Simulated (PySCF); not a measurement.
SMILES C#Cc1cccc(N)c1 (C8H7N), GFN2-xTB optimised geometry.

```
16

C     -1.96     2.90     0.01
C     -1.37     1.85     0.00
C     -0.67     0.62     0.00
C      0.73     0.61    -0.01
C      1.39    -0.60     0.00
C      0.69    -1.79     0.00
C     -0.70    -1.79     0.00
N     -1.40    -2.98    -0.07
C     -1.38    -0.58     0.00
H     -2.47     3.81     0.01
H      1.27     1.54    -0.01
H      2.47    -0.62     0.00
H      1.22    -2.74     0.00
H     -2.37    -2.95     0.21
H     -0.91    -3.81     0.22
H     -2.46    -0.56     0.00
```

Density from PBE0/def2-TZVP run with PySCF 2.14.0 at that geometry.

Minimum of the electron density along straight lines between bonded atoms, close to the bond critical point (lines longer than 1.1 times the sum of covalent radii, or with two minima, are not listed):

| bond | length / Å | ρ at the minimum / e bohr⁻³ | ∇²ρ there / e bohr⁻⁵ | position (fraction from the first atom) |
|---|---|---|---|---|
| C1–C2 | 1.200 | 0.418 | -1.21 | 0.48 |
| C2–C3 | 1.417 | 0.296 | -0.88 | 0.53 |
| C3–C4 | 1.395 | 0.315 | -0.92 | 0.51 |
| C4–C5 | 1.382 | 0.323 | -0.96 | 0.50 |
| C5–C6 | 1.382 | 0.322 | -0.96 | 0.50 |
| C6–C7 | 1.396 | 0.316 | -0.93 | 0.48 |
| C7–N8 | 1.380 | 0.313 | -1.00 | 0.38 |
| C3–C9 | 1.391 | 0.317 | -0.93 | 0.51 |
| C7–C9 | 1.392 | 0.318 | -0.94 | 0.52 |
| C1–H10 | 1.049 | 0.299 | -1.14 | 0.66 |
| C4–H11 | 1.079 | 0.288 | -1.03 | 0.65 |
| C5–H12 | 1.080 | 0.288 | -1.03 | 0.65 |
| C6–H13 | 1.081 | 0.285 | -1.01 | 0.64 |
| N8–H14 | 1.007 | 0.342 | -1.75 | 0.74 |
| N8–H15 | 1.007 | 0.342 | -1.75 | 0.74 |
| C9–H16 | 1.081 | 0.285 | -1.01 | 0.64 |
